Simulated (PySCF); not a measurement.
H₃OSi, SMILES [O][SiH3], multiplicity 2. Atoms are numbered in the order given.

```xyz
5

O      1.1779     0.0334     0.0000
Si    -0.4680     0.0066     0.0000
H     -0.6601    -1.5002     0.0000
H     -1.1059     0.5703    -1.2324
H     -1.1059     0.5703     1.2324
```
Charge 0, spin multiplicity 2.

The structure is a stationary point at PBE-D3(BJ)/def2-TZVP. The isomer is the one that the SMILES or the coordinates give; other isomers of the formula were not compared.

Level of theory: PBE-D3(BJ)/def2-TZVP run with PySCF.

Frequencies are harmonic and unscaled.

```csv
mode,ν (cm⁻¹),IR (km/mol),moving atoms (share of kinetic energy)
1,473,29.7,"H 80 %, Si 10 %, O 10 %"
2,541,9.9,"H 82 %, Si 11 %"
3,787,12.1,H 98 %
4,793,11.5,"H 71 %, Si 19 %, O 11 %"
5,849,17.6,"O 51 %, H 33 %, Si 15 %"
6,956,89.6,"H 89 %, Si 9 %"
7,2014,27.9,H 97 %
8,2138,38.6,H 98 %
9,2140,64.4,H 96 %
```
